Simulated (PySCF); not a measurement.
A structure optimised at B3LYP-D3(BJ)/def2-SVP, used in a PySCF frequency run:

```xyz
10

In     0.0897     0.1122     0.1236
Cl    -2.1237     0.3151     0.8978
O      0.2408    -0.8674    -1.6169
C      1.4777    -1.2133    -2.1881
H      2.0480    -1.9483    -1.5846
H      1.2909    -1.6784    -3.1731
H      2.1445    -0.3439    -2.3653
N      1.6520     0.6991     1.3016
H      1.3959     1.4249     1.9714
H      2.4721     1.0168     0.7845
```

Write its SMILES and formula.

C[O][In]([NH2])[Cl], CH5ClInNO

What are its rotational constants (standard atomic weights)?

3.5468, 1.5254, 1.0769 GHz
